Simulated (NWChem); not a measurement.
Species: GeH cation, singlet

```xyz
2

Ge     0.0000     0.0000    -0.0371
H      0.0000     0.0000     1.5688
```
Atoms are numbered in this order, from 1.

Low-valent species are run as closed-shell singlets; no triplet was tried in these runs. Geometry: optimised at B3LYP/6-31G* (spherical d).

**Question.** Give the principal values of the shielding tensors (ppm) of Ge1 from PBE/x2c-SVPall-s, scalar ZORA without spin-orbit coupling, GIAO (NWChem), with their diamagnetic and paramagnetic parts as GIAO splits them.

**Answer.** 
```tsv
atom	σ11	σ22	σ33	isotropic	diamagnetic	paramagnetic
Ge1	-2488.9	-2488.9	2750.4	-742.4	2742.5	-3484.9
```
